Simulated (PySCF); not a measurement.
Deuteron quadrupole couplings in `CC=C=P[C@@H](C)CC`

Species: C7H13P.
Z-matrix (Å and degrees, GFN2-xTB geometry), rows numbered from 1:
```
C 
C   1  1.4996
C   2  1.3005  1  124.59
P   3  1.6353  2  174.39  1   -92.07
C   4  1.9043  3   99.82  2   179.57
C   5  1.5234  4  111.97  3    50.22
C   5  1.5314  4  109.31  3   176.17
C   7  1.5231  5  113.60  4   -65.01
H   1  1.0872  2  110.85  3     3.99
H   1  1.0897  2  109.92  3   124.67
H   1  1.0906  2  109.98  3  -116.63
H   2  1.0863  1  115.21  3   178.03
H   5  1.0981  4  105.83  3   -68.08
H   6  1.0878  5  111.07  4    56.49
H   6  1.0879  5  110.23  4   -63.25
H   6  1.0895  5  110.17  4   176.97
H   7  1.0941  5  108.76  4   172.88
H   7  1.0940  5  108.49  4    56.23
H   8  1.0898  7  110.20  5    54.28
H   8  1.0878  7  110.24  5   173.88
H   8  1.0870  7  111.15  5   -66.15
```

Level: PBE0/pcSseg-1 (PySCF, non-relativistic); Q(2H) = 0.00286 b; rigid geometry, the same for H and D, with no vibrational averaging.

**Question.** Give the electric field gradient Vzz (the principal value of largest size), its asymmetry and the 2H coupling at each hydrogen.

**Answer.** 
| atom | bonded to | bond length (Å) | Vzz (au) | η | χzz (kHz) |
| --- | --- | --- | --- | --- | --- |
| H9 | C1 | 1.087 | 0.3123 | 0.03 | 210 |
| H10 | C1 | 1.090 | 0.3104 | 0.03 | 209 |
| H11 | C1 | 1.091 | 0.3090 | 0.03 | 208 |
| H12 | C2 | 1.086 | 0.3197 | 0.05 | 215 |
| H13 | C5 | 1.098 | 0.2941 | 0.01 | 198 |
| H14 | C6 | 1.088 | 0.3139 | 0.03 | 211 |
| H15 | C6 | 1.088 | 0.3123 | 0.02 | 210 |
| H16 | C6 | 1.090 | 0.3131 | 0.02 | 210 |
| H17 | C7 | 1.094 | 0.3015 | 0.02 | 203 |
| H18 | C7 | 1.094 | 0.2995 | 0.02 | 201 |
| H19 | C8 | 1.090 | 0.3081 | 0.03 | 207 |
| H20 | C8 | 1.088 | 0.3164 | 0.02 | 213 |
| H21 | C8 | 1.087 | 0.3163 | 0.02 | 213 |

**Question.** How does χzz go with the bond length over the 13 C–H bonds?

**Answer.** A straight-line fit has a slope of -13.9 kHz for each 0.01 Å, with a correlation coefficient of -0.97, over lengths from 1.086 to 1.098 Å. The longer bonds have the smaller couplings here.

**Question.** Give the 2H NMR doublet splittings at H20 for a magnetic field along the z, y and x axes of the gradient: 3χ/2, 3χ(1 + η)/4, 3χ(1 − η)/4.

**Answer.** With |χ| = 212.6 kHz and η = 0.015: 319, 162 and 157 kHz, to first order and without motion.

One conformer (not necessarily the lowest) at the GFN2-xTB geometry, without solvent, vibrations or thermal averaging. GFN2-xTB bond lengths can be off by several hundredths of an ångström, more for odd bonds, and the gradients follow them. With a basis this small, the couplings can be 20 % off.

The run behind these numbers computed NMR shieldings as well. The run took about 1.6 min of CPU time (one thread, shared machine).
